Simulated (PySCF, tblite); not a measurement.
Isomers of C7H12O4. Method: GFN2-xTB as coded in tblite; computed harmonic values from a numerical Hessian at the method's own geometry, unscaled. Against measured fundamentals such values can be off by several per cent, at times by over 20. One conformer each.

Electronic energies: PBE0/pcSseg-1 single points on the GFN2-xTB geometries (PySCF, gas phase).

```
                 SMILES  electronic energy, lowest = 0 (kcal/mol)
    CCOC(=O)C(=O)OC(C)C                                       3.5
CC(C)OC(=O)[C@H](C)OC=O                                       0.0
      CCCOC(=O)C(=O)OCC                                       6.4
 CCCOC(=O)[C@@H](C)OC=O                                       2.8
    COC(=O)C(=O)OCC(C)C                                       9.2
      CCCCOC(=O)C(=O)OC                                       9.8
```

Task: How do GFN2-xTB zero-point energies change the relative energies?

Result: 
```csv
SMILES,ZPE (kcal/mol),of it from modes above 1550 cm⁻¹,electronic (kcal/mol),"with ZPE, lowest = 0 (kcal/mol)",lowest mode (cm⁻¹),rings
CC(C)OC(=O)[C@H](C)OC=O,115.7,56.8,0.0,0.0,11,0
CCCOC(=O)[C@@H](C)OC=O,116.2,56.5,2.8,3.3,32,0
CCOC(=O)C(=O)OC(C)C,115.8,57.0,3.5,3.7,4,0
CCCOC(=O)C(=O)OCC,116.1,56.7,6.4,6.9,13i,0
COC(=O)C(=O)OCC(C)C,115.9,56.7,9.2,9.4,17i,0
CCCCOC(=O)C(=O)OC,116.1,56.5,9.8,10.3,14i,0
```

The zero-point energies span 0.5 kcal/mol, from `CC(C)OC(=O)[C@H](C)OC=O` to `CCCOC(=O)[C@@H](C)OC=O`. Slightly imaginary modes are left out of the zero-point energy: `CCCOC(=O)C(=O)OCC` 12.8i cm⁻¹, `COC(=O)C(=O)OCC(C)C` 16.5i cm⁻¹ and `CCCCOC(=O)C(=O)OC` 14.4i cm⁻¹. The order is unchanged.

Task: And how do the electronic energies of GFN2-xTB itself compare?

Result: `CC(C)OC(=O)[C@H](C)OC=O` 0.0; `CCCOC(=O)[C@@H](C)OC=O` 2.3; `CCOC(=O)C(=O)OC(C)C` 4.1; `CCCOC(=O)C(=O)OCC` 7.8; `COC(=O)C(=O)OCC(C)C` 8.4; `CCCCOC(=O)C(=O)OC` 9.8 kcal/mol, lowest = 0. Against the energies above, taken from the same isomer `CC(C)OC(=O)[C@H](C)OC=O`, the largest difference is 1.4 kcal/mol.
